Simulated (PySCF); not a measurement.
A GIAO shielding run with PySCF (density fitting, non-relativistic, gas phase) on SMILES CC[Si@@H]1O[SiH2]C[C@H]1C#N, C5H11NOSi2:

```
$ OMP_NUM_THREADS=1 python probes_run.py task.json out

{"job": {"kind": "nmr", "xc": "PBE0", "basis": "pcSseg-1"}, "charge": 0, "multiplicity": 1}
C      2.807772     0.601222     0.073868
C      1.972075    -0.650713    -0.192373
Si     0.272432    -0.578323     0.570651
O     -0.669551    -1.908600     0.174797
Si    -2.230187    -1.594606    -0.362912
C     -2.299935     0.283616    -0.093180
C     -0.841190     0.790480    -0.209628
C     -0.617790     2.107187     0.349639
N     -0.414680     3.142481     0.830762
H      2.949314     0.773924     1.152244
H      3.807865     0.519559    -0.378403
H      2.335888     1.508104    -0.335831
H      1.845544    -0.822770    -1.275564
H      2.478719    -1.550890     0.196842
H      0.333570    -0.399644     2.051056
H     -3.235613    -2.339255     0.445274
H     -2.360635    -1.979517    -1.799291
H     -2.675606     0.470031     0.927231
H     -2.974504     0.815545    -0.782449
H     -0.546635     0.826292    -1.275220
```

Hardware: 1 thread of an Arm Neoverse N1, shared host. The job also computes population analyses, field gradients, ring-centre shieldings.

**Question.** How large is the calculation?

**Answer.** 84 electrons, 222 basis functions and 1192 auxiliary functions.

**Question.** How long does it take, and how much memory does it need?

**Answer.** 100 s of wall time, with 14 SCF cycles and 5 response iterations; peak memory 1 GiB. Times on a shared host scatter by some tens of per cent.

**Question.** And these other runs on the same molecule and hardware: GIAO shielding at wB97X-D/pcSseg-1?

**Answer.** wB97X-D/pcSseg-1: 222 functions, 100 s.
